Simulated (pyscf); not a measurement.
## `[NH][SiH2][NH2]`, doublet

Gas-phase minimum from PySCF at ωB97X-D3(BJ)/def2-SVP, one conformer. •HN–SiH₂–NH₂ lies 18.4 kcal/mol over its isomer H₂N–SiH•–NH₂, and others may lie lower still (electronic energy, ωB97M-D3(BJ)). 

```xyz
8

N     -1.7966    -0.1895    -0.3813
Si    -0.0704     0.1957    -0.4389
N      0.4024     1.2161    -1.7425
H     -2.0247    -0.8006     0.4162
H      0.6738    -1.0942    -0.5734
H      0.2780     0.8924     0.8374
H      0.4080     0.8536    -2.6903
H      0.1407     2.1965    -1.7353
```
Charge 0, spin multiplicity 2.

Bond lengths (Å): N1–Si2 1.770, N1–H4 1.030, Si2–N3 1.722, Si2–H5 1.495, Si2–H6 1.495, N3–H7 1.015, N3–H8 1.015. Bond angles (°): Si2–N1–H4 111.7, N1–Si2–N3 114.9, N1–Si2–H5 107.5, N1–Si2–H6 107.5, N3–Si2–H5 107.8, N3–Si2–H6 107.8, H5–Si2–H6 111.3, Si2–N3–H7 119.8, Si2–N3–H8 119.8, H7–N3–H8 110.7.

Properties at ωB97X-D3(BJ)/def2-SVP:

```yaml
harmonic_wavenumbers_unscaled: 167, 273, 277, 432, 467, 717, 737, 757, 873, 913, 916, 973, 1559, 2232, 2234, 3488, 3618, 3712 cm⁻¹
zero_point_energy: 34.8 kcal/mol
rotational_symmetry_number: 1
Entropy of this conformer at 298 K and 1 atm, rigid rotor and harmonic oscillator, modes under 100 cm⁻¹ raised to 100: 299.6 J/(mol K)
dipole_moment: 0.31 D
Spin expectation value S2: 0.753
```

Single-point totals, which compare only within one level (frozen core for MP2 and CC):

| level | total energy (hartree) |
|---|---|
| ωB97X-D3(BJ)/def2-TZVP | -402.09921 |
| PBE/def2-TZVP | -401.74561 |
| r²SCAN/def2-TZVP | -401.95013 |
| B3LYP-D3(BJ)/def2-TZVP | -402.07310 |
| PBE0-D3(BJ)/def2-TZVP | -401.78774 |
| M06-2X/def2-TZVP | -401.96285 |
| ωB97M-D3(BJ)/def2-TZVP | -402.10626 |
| UHF/def2-TZVPP | -400.80893 |
| MP2/def2-TZVPP | -401.32078 |
| CCSD/def2-TZVPP | -401.35925 |
| CCSD(T)/def2-TZVPP | -401.37860 |

Soft torsions are taken as harmonic, which can shift the entropy by several J/(mol K). The CCSD(T) − MP2 part came from Ansatz, without density fitting, on the same reference.
